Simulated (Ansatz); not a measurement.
An input meant for Ti(OH)F3 (TiOF3H) (charge 0, singlet; atoms displaced at random, 0.08 Å in each coordinate).

```yaml
crystal:
  periodic: [false, false, false]
  atoms:
    - {symbol: Ti, position_ang: [0.054642, -0.027261, -0.468296]}
    - {symbol: O, position_ang: [0.117395, 0.043952, 1.382284]}
    - {symbol: H, position_ang: [0.320295, 0.615939, 2.101931]}
    - {symbol: F, position_ang: [1.444401, -0.234581, -0.943577]}
    - {symbol: F, position_ang: [-0.954357, 1.244229, -1.080872]}
    - {symbol: F, position_ang: [-0.958683, -1.619254, -0.859260]}
basis:
  gaussian: {orbitals: def2-mTZVPP, fitting: {mean_field: cc-pVTZ-jkfit}}
hamiltonian: {xc: {name: wPBEh}}
scf: {omitted_lower_state_checks: [starts]}
output: {forces: true}
```

```sh
$ ansatz run in.yaml --threads 4 --pin off --events-out ev --progress --plain --max-ram 3916MiB
```

(1) Predict how Ansatz answers.

## Answers

(1) The program refused the input.
```
Functional definition: wPBEh
Error: [file] the basis set cc-pVTZ-JKFIT has no functions for Ti
```
